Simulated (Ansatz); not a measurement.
`C[SiH](C)[TeH]` + HBr → `C[SiH](C)Br` + H₂Te at 700 K and 1 bar (ligand exchange at the Si–Te bond).

Gas-phase electronic energies from Ansatz, PBE0-D4/def2-TZVP geometries. CCSD(T)/CBS adds triple-zeta CCSD(T) − MP2 to the extrapolated MP2 energy (def2 sets, frozen cores). def2 core potentials past Kr. For Br, Te outer-core shells are correlated without core-valence functions, which leaves a few kJ/mol of doubt a bond. Scalar relativity is left out up to krypton.

```tsv
species	CCSD(T)/CBS energy (Eh)	H − E (kJ/mol)	S (J/(mol·K))
`C[SiH](C)[TeH]`	-637.77028	321.3	503.7
HBr	-2573.91920	36.5	223.7
`C[SiH](C)Br`	-2942.79434	296.4	462.9
H₂Te	-268.91024	57.2	261.6
```

H − E and S are ideal-gas, rigid-rotor, harmonic terms from PBE0-D4/def2-TZVP, for one conformer and one mirror image of each species. 1 Eh = 2625.50 kJ/mol, R = 8.31446 J/(mol·K).

Q: By hand: ΔE, ΔH, ΔS and ΔG.

A: ΔE = (-2942.79434) + (-268.91024) − (-637.77028) − (-2573.91920) = -0.01510 Eh = -39.6 kJ/mol. Δ(H − E) = 296.4 + 57.2 − 321.3 − 36.5 = -4.2, so ΔH = -43.8 kJ/mol. ΔS = 462.9 + 261.6 − 503.7 − 223.7 = -2.9 J/(mol·K). ΔG = -43.8 − 700 × (-2.9)/1000 = -41.8 kJ/mol.

Q: By hand: the equilibrium constant, and the temperature at which ΔG would vanish if ΔH and ΔS stayed fixed.

A: log₁₀ K = −ΔG/(RT ln 10) = 3.1. ΔG = 0 at ΔH/ΔS = 15103 K, far beyond where these terms or the molecules hold.

The number of gas molecules stays the same, so ΔS is small and ΔH decides. A doubt of 5 kJ/mol in ΔE shifts log₁₀ K by 0.4 here. Other conformers and mirror images would add mixing entropy, several J/(mol·K) or more a flexible species. These are equilibria of isolated gas molecules and say nothing of rates. Largest T1 diagnostic: 0.010 (customary marks: 0.02 for closed shells, 0.045 for open ones).
